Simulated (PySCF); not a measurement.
## Oxygen: a sound run and one with changed settings

Sound run: O⁺ [He] 2s2 2p3, O²⁺ [He] 2s2 2p2. Computed with PySCF 2.14 in def2-TZVP (5s3p2d1f, 31 functions), with the non-relativistic Hamiltonian (point nucleus). The sound run starts from symmetry-adapted Hartree-Fock orbitals and uses a fine grid where one is needed.

A second run was set up differently.

| species | method | sound run (hartree) | changed run (hartree) | converged |
| --- | --- | --- | --- | --- |
| O⁺ | UHF | -74.37400 | -74.37400 | yes |
| O⁺ | LDA | -74.01239 | -74.01029 | yes |
| O⁺ | M06-L | -74.58429 | -74.58690 | yes |
| O²⁺ | UHF | -73.10312 | -73.10312 | yes |
| O²⁺ | LDA | -72.70479 | -72.70408 | yes |
| O²⁺ | M06-L | -73.28146 | -73.26998 | yes |

Ionisation energy of O⁺:

```tsv
method	sound run (eV)	changed run (eV)
UHF	34.583	34.583
LDA	35.582	35.544
M06-L	35.452	35.835
```

Q: What was changed?
A. radial grid too coarse
B. minimal basis
C. basis contracted for another Hamiltonian
D. level shift left on

A: A. It used radial step 0.5 in ln r (0.13 in the sound run). A coarse radial grid mis-integrates the density and the exchange-correlation energy, with errors of either sign; Hartree-Fock needs no grid.
